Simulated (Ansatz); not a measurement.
Ansatz (a program for electronic structure) input (HF/6-31G*):

Ansatz 0.2 input:
```yaml
crystal:
  periodic: [false, false, false]
  atoms:
    - {symbol: C, position_ang: [1.50493776, -0.25029795, 1.12159063]}
    - {symbol: O, position_ang: [0.88017097, 0.36099082, 0.02190094]}
    - {symbol: B, position_ang: [-0.39963228, 0.07829905, -0.31262316]}
    - {symbol: O, position_ang: [-0.96463334, 0.69448758, -1.38631627]}
    - {symbol: O, position_ang: [-1.12777817, -0.81206741, 0.40873487]}
    - {symbol: H, position_ang: [0.98219015, -0.02321396, 2.04248058]}
    - {symbol: H, position_ang: [2.51294730, 0.13619664, 1.18032371]}
    - {symbol: H, position_ang: [1.54236820, -1.32580776, 1.00014871]}
    - {symbol: H, position_ang: [-0.36640218, 1.29214095, -1.81169288]}
    - {symbol: H, position_ang: [-2.00464430, -0.91631136, 0.06775553]}
basis:
  gaussian:
    orbitals: 6-31G*
hamiltonian:
  xc: {name: HF}
phonons: {temperatures: {t_min: 298.15, t_max: 298.15, t_step: 100}}
```

Output:

```
Functional definition: HF
integrals: 0.03 GiB planned
909 factors; integrals over basis functions are off by at most 4.0e-4 eV
mean field: 0.22 GiB planned
mean field evaluation 1: about -7893.1271 eV, gradient 4.4e1 eV
mean field evaluation 2: about -7893.1992 eV, gradient 4.4e1 eV
mean field evaluation 4: about -7896.8509 eV, gradient 3.1e0 eV
mean field evaluation 8: about -7896.8812 eV, gradient 1.1e-1 eV
mean field -7896.88127212 eV, -290.2050340519 hartree, gradient 2.1e-5 eV, S^2 0.000000; 0 other end points of the search recorded, 0 dependent functions left out
the calculation of the forces begins
reference -7896.88127212 eV, -290.2050340519 hartree; 20, 20 occupied and 65, 65 virtual orbitals, 909 factors
these checks for a lower state are left out or cut short: stability, starts, cluster_reference, orbital_swaps, neighbouring_geometries, increment
integrals: 0.03 GiB planned
909 factors; integrals over basis functions are off by at most 4.0e-4 eV
mean field: 0.22 GiB planned
mean field evaluation 16: about -7896.8811 eV, gradient 9.8e-5 eV
mean field -7896.88109469 eV, -290.2050275316 hartree, gradient 3.0e-6 eV, S^2 0.000000; 0 other end points of the search recorded, 0 dependent functions left out
the calculation of the forces begins
reference -7896.88109469 eV, -290.2050275316 hartree; 20, 20 occupied and 65, 65 virtual orbitals, 909 factors
these checks for a lower state are left out or cut short: stability, starts, cluster_reference, orbital_swaps, neighbouring_geometries, increment
integrals: 0.03 GiB planned
909 factors; integrals over basis functions are off by at most 4.0e-4 eV
mean field: 0.22 GiB planned
mean field -7896.88109473 eV, -290.2050275332 hartree, gradient 2.7e-6 eV, S^2 0.000000; 0 other end points of the search recorded, 0 dependent functions left out
the calculation of the forces begins
reference -7896.88109473 eV, -290.2050275332 hartree; 20, 20 occupied and 65, 65 virtual orbitals, 909 factors
these checks for a lower state are left out or cut short: stability, starts, cluster_reference, orbital_swaps, neighbouring_geometries, increment
integrals: 0.03 GiB planned
909 factors; integrals over basis functions are off by at most 3.9e-4 eV
mean field: 0.22 GiB planned
mean field evaluation 32: about -7896.8811 eV, gradient 1.5e-6 eV
mean field -7896.88106922 eV, -290.2050265955 hartree, gradient 1.8e-6 eV, S^2 0.000000; 0 other end points of the search recorded, 0 dependent functions left out
the calculation of the forces begins
reference -7896.88106922 eV, -290.2050265955 hartree; 20, 20 occupied and 65, 65 virtual orbitals, 909 factors
these checks for a lower state are left out or cut short: stability, starts, cluster_reference, orbital_swaps, neighbouring_geometries, increment
integrals: 0.03 GiB planned
909 factors; integrals over basis functions are off by at most 4.0e-4 eV
mean field: 0.22 GiB planned
mean field -7896.88106641 eV, -290.2050264922 hartree, gradient 2.0e-6 eV, S^2 0.000000; 0 other end points of the search recorded, 0 dependent functions left out
the calculation of the forces begins
reference -7896.88106641 eV, -290.2050264922 hartree; 20, 20 occupied and 65, 65 virtual orbitals, 909 factors
these checks for a lower state are left out or cut short: stability, starts, cluster_reference, orbital_swaps, neighbouring_geometries, increment
integrals: 0.03 GiB planned
909 factors; integrals over basis functions are off by at most 4.0e-4 eV
mean field: 0.22 GiB planned
mean field -7896.88114587 eV, -290.2050294124 hartree, gradient 2.3e-6 eV, S^2 0.000000; 0 other end points of the search recorded, 0 dependent functions left out
the calculation of the forces begins
reference -7896.88114587 eV, -290.2050294124 hartree; 20, 20 occupied and 65, 65 virtual orbitals, 909 factors
these checks for a lower state are left out or cut short: stability, starts, cluster_reference, orbital_swaps, neighbouring_geometries, increment
integrals: 0.03 GiB planned
909 factors; integrals over basis functions are off by at most 4.0e-4 eV
mean field: 0.22 GiB planned
mean field -7896.88114474 eV, -290.2050293708 hartree, gradient 2.3e-6 eV, S^2 0.000000; 0 other end points of the search recorded, 0 dependent functions left out
the calculation of the forces begins
reference -7896.88114474 eV, -290.2050293708 hartree; 20, 20 occupied and 65, 65 virtual orbitals, 909 factors
these checks for a lower state are left out or cut short: stability, starts, cluster_reference, orbital_swaps, neighbouring_geometries, increment
integrals: 0.03 GiB planned
909 factors; integrals over basis functions are off by at most 4.0e-4 eV
mean field: 0.22 GiB planned
mean field -7896.88116790 eV, -290.2050302220 hartree, gradient 3.3e-6 eV, S^2 0.000000; 0 other end points of the search recorded, 0 dependent functions left out
[...]
these checks for a lower state are left out or cut short: stability, starts, cluster_reference, orbital_swaps, neighbouring_geometries, increment
integrals: 0.03 GiB planned
909 factors; integrals over basis functions are off by at most 4.0e-4 eV
mean field: 0.22 GiB planned
mean field -7896.88124535 eV, -290.2050330684 hartree, gradient 1.6e-6 eV, S^2 0.000000; 0 other end points of the search recorded, 0 dependent functions left out
the calculation of the forces begins
reference -7896.88124535 eV, -290.2050330684 hartree; 20, 20 occupied and 65, 65 virtual orbitals, 909 factors
these checks for a lower state are left out or cut short: stability, starts, cluster_reference, orbital_swaps, neighbouring_geometries, increment
integrals: 0.03 GiB planned
909 factors; integrals over basis functions are off by at most 4.0e-4 eV
mean field: 0.22 GiB planned
mean field evaluation 192: about -7896.8812 eV, gradient 1.4e-6 eV
mean field -7896.88124714 eV, -290.2050331340 hartree, gradient 1.4e-6 eV, S^2 0.000000; 0 other end points of the search recorded, 0 dependent functions left out
the calculation of the forces begins
reference -7896.88124714 eV, -290.2050331340 hartree; 20, 20 occupied and 65, 65 virtual orbitals, 909 factors
these checks for a lower state are left out or cut short: stability, starts, cluster_reference, orbital_swaps, neighbouring_geometries, increment
integrals: 0.03 GiB planned
909 factors; integrals over basis functions are off by at most 4.0e-4 eV
mean field: 0.22 GiB planned
mean field -7896.88120730 eV, -290.2050316699 hartree, gradient 2.7e-6 eV, S^2 0.000000; 0 other end points of the search recorded, 0 dependent functions left out
the calculation of the forces begins
reference -7896.88120730 eV, -290.2050316699 hartree; 20, 20 occupied and 65, 65 virtual orbitals, 909 factors
these checks for a lower state are left out or cut short: stability, starts, cluster_reference, orbital_swaps, neighbouring_geometries, increment
integrals: 0.03 GiB planned
909 factors; integrals over basis functions are off by at most 3.9e-4 eV
mean field: 0.22 GiB planned
mean field -7896.88120639 eV, -290.2050316366 hartree, gradient 2.7e-6 eV, S^2 0.000000; 0 other end points of the search recorded, 0 dependent functions left out
the calculation of the forces begins
reference -7896.88120639 eV, -290.2050316366 hartree; 20, 20 occupied and 65, 65 virtual orbitals, 909 factors
these checks for a lower state are left out or cut short: stability, starts, cluster_reference, orbital_swaps, neighbouring_geometries, increment
integrals: 0.03 GiB planned
909 factors; integrals over basis functions are off by at most 4.0e-4 eV
mean field: 0.22 GiB planned
mean field -7896.88115886 eV, -290.2050298899 hartree, gradient 3.0e-6 eV, S^2 0.000000; 0 other end points of the search recorded, 0 dependent functions left out
the calculation of the forces begins
reference -7896.88115886 eV, -290.2050298899 hartree; 20, 20 occupied and 65, 65 virtual orbitals, 909 factors
these checks for a lower state are left out or cut short: stability, starts, cluster_reference, orbital_swaps, neighbouring_geometries, increment
integrals: 0.03 GiB planned
909 factors; integrals over basis functions are off by at most 4.0e-4 eV
mean field: 0.22 GiB planned
mean field -7896.88115753 eV, -290.2050298408 hartree, gradient 1.2e-6 eV, S^2 0.000000; 0 other end points of the search recorded, 0 dependent functions left out
the calculation of the forces begins
reference -7896.88115753 eV, -290.2050298408 hartree; 20, 20 occupied and 65, 65 virtual orbitals, 909 factors
these checks for a lower state are left out or cut short: stability, starts, cluster_reference, orbital_swaps, neighbouring_geometries, increment
integrals: 0.03 GiB planned
909 factors; integrals over basis functions are off by at most 4.0e-4 eV
mean field: 0.22 GiB planned
mean field evaluation 224: about -7896.8812 eV, gradient 2.7e-6 eV
mean field -7896.88122747 eV, -290.2050324112 hartree, gradient 2.7e-6 eV, S^2 0.000000; 0 other end points of the search recorded, 0 dependent functions left out
the calculation of the forces begins
reference -7896.88122747 eV, -290.2050324112 hartree; 20, 20 occupied and 65, 65 virtual orbitals, 909 factors
these checks for a lower state are left out or cut short: stability, starts, cluster_reference, orbital_swaps, neighbouring_geometries, increment
integrals: 0.03 GiB planned
909 factors; integrals over basis functions are off by at most 4.0e-4 eV
mean field: 0.22 GiB planned
mean field -7896.88122805 eV, -290.2050324324 hartree, gradient 2.9e-6 eV, S^2 0.000000; 0 other end points of the search recorded, 0 dependent functions left out
the calculation of the forces begins
reference -7896.88122805 eV, -290.2050324324 hartree; 20, 20 occupied and 65, 65 virtual orbitals, 909 factors
these checks for a lower state are left out or cut short: stability, starts, cluster_reference, orbital_swaps, neighbouring_geometries, increment
integrals: 0.03 GiB planned
909 factors; integrals over basis functions are off by at most 4.0e-4 eV
mean field: 0.22 GiB planned
mean field -7896.88125365 eV, -290.2050333731 hartree, gradient 2.1e-6 eV, S^2 0.000000; 0 other end points of the search recorded, 0 dependent functions left out
the calculation of the forces begins
reference -7896.88125365 eV, -290.2050333731 hartree; 20, 20 occupied and 65, 65 virtual orbitals, 909 factors
these checks for a lower state are left out or cut short: stability, starts, cluster_reference, orbital_swaps, neighbouring_geometries, increment
integrals: 0.03 GiB planned
909 factors; integrals over basis functions are off by at most 4.0e-4 eV
mean field: 0.22 GiB planned
mean field -7896.88125277 eV, -290.2050333411 hartree, gradient 2.2e-6 eV, S^2 0.000000; 0 other end points of the search recorded, 0 dependent functions left out
the calculation of the forces begins
reference -7896.88125277 eV, -290.2050333411 hartree; 20, 20 occupied and 65, 65 virtual orbitals, 909 factors
these checks for a lower state are left out or cut short: stability, starts, cluster_reference, orbital_swaps, neighbouring_geometries, increment
integrals: 0.03 GiB planned
909 factors; integrals over basis functions are off by at most 4.0e-4 eV
mean field: 0.22 GiB planned
mean field -7896.88117934 eV, -290.2050306425 hartree, gradient 1.3e-6 eV, S^2 0.000000; 0 other end points of the search recorded, 0 dependent functions left out
the calculation of the forces begins
reference -7896.88117934 eV, -290.2050306425 hartree; 20, 20 occupied and 65, 65 virtual orbitals, 909 factors
these checks for a lower state are left out or cut short: stability, starts, cluster_reference, orbital_swaps, neighbouring_geometries, increment
integrals: 0.03 GiB planned
909 factors; integrals over basis functions are off by at most 4.0e-4 eV
mean field: 0.22 GiB planned
mean field evaluation 256: about -7896.8812 eV, gradient 1.1e-6 eV
mean field -7896.88118102 eV, -290.2050307041 hartree, gradient 1.2e-6 eV, S^2 0.000000; 0 other end points of the search recorded, 0 dependent functions left out
the calculation of the forces begins
reference -7896.88118102 eV, -290.2050307041 hartree; 20, 20 occupied and 65, 65 virtual orbitals, 909 factors
Total energy: -7896.88127212 eV, -290.2050340519 hartree
Atom 0 at     1.504938    -0.250298     1.121591 Å, force     0.000706     0.000246     0.000072 eV/Å
Atom 1 at     0.880171     0.360991     0.021901 Å, force     0.000181     0.000095    -0.000021 eV/Å
Atom 2 at    -0.399632     0.078299    -0.312623 Å, force    -0.001037    -0.000569     0.000154 eV/Å
Atom 3 at    -0.964633     0.694488    -1.386316 Å, force     0.000555    -0.000162     0.000501 eV/Å
Atom 4 at    -1.127778    -0.812067     0.408735 Å, force     0.000299     0.000208    -0.000099 eV/Å
Atom 5 at     0.982190    -0.023214     2.042481 Å, force    -0.000220     0.000166    -0.000240 eV/Å
Atom 6 at     2.512947     0.136197     1.180324 Å, force     0.000177    -0.000168     0.000306 eV/Å
Atom 7 at     1.542368    -1.325808     1.000149 Å, force    -0.000188     0.000091    -0.000300 eV/Å
Atom 8 at    -0.366402     1.292141    -1.811693 Å, force    -0.000123     0.000056    -0.000136 eV/Å
Atom 9 at    -2.004644    -0.916311     0.067756 Å, force    -0.000350     0.000038    -0.000235 eV/Å
Dipole moment:     0.070065     0.020976     0.011441 e Å
Vibrations: 85.35 158.71 239.14 437.02 515.54 551.54 576.11 743.82 877.24 1076.23 1110.24 1243.46 1302.40 1333.22 1538.81 1548.99 1653.88 1654.19 1666.91 3225.43 3292.72 3310.06 4134.74 4136.40 cm⁻¹, zero-point energy 2.257263 eV
```

The blocks after the first are displaced geometries, from whose forces the wavenumbers follow.
